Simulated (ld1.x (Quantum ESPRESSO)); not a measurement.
# Configuration tests for Ru (Z = 44) (TM)

* Element: Ru
* Generator: ld1.x (Quantum ESPRESSO) 7.5
* Type: norm-conserving Troullier–Martins (Kleinman–Bylander form)
* Functional: PBE
* Relativity: scalar-relativistic
* Frozen core: [Kr]
* Valence charge: 8
* Reference configuration: 4d7 5s0.5 5p0 (charge +0.5)
* Partial waves: 5s (bound): rc 2.70 bohr; 5p (bound, empty): rc 2.60 bohr; 4d (bound): rc 1.80 bohr
* Local potential: the d channel
* Core correction: Bessel-smoothed model core inside 1.00 bohr

Energies are relative to the spin-unpolarised reference configuration 4d7 5s0.5 5p0; without spin polarisation the order of configurations can differ from experiment.

Give the all-electron excitation energy and the error of the potential for: 4d7 5s1 5p0; 4d7 5s0 5p0; 4d6 5s0 5p0; 4d6 5s1 5p1; 4d5 5s0 5p0; 4d7.5 5s0.5 5p0; 4d6 5s1 5p0.

```csv
valence configuration,charge,ΔE all-electron (eV),error AE − PS (meV)
4d7 5s1 5p0,0,-2.863,-2.1
4d7 5s0 5p0,+1,4.429,-4.8
4d6 5s0 5p0,+2,22.615,-56
4d6 5s1 5p1,0,2.790,-101
4d5 5s0 5p0,+3,53.238,-367
4d7.5 5s0.5 5p0,0,-3.181,-5.2
4d6 5s1 5p0,+1,7.249,-66
```

Levels in the configuration 4d7 5s1 5p0:

| level | all-electron (eV) | pseudo (eV) |
| --- | --- | --- |
| 4d | -5.202 | -5.216 |
| 5s | -4.239 | -4.230 |

Note: ghost states, extra bound levels that the all-electron valence spectrum of the same l lacks: s at -94.9 eV, p at -26.4 eV. A true bound ghost makes a file unfit for plane-wave use.
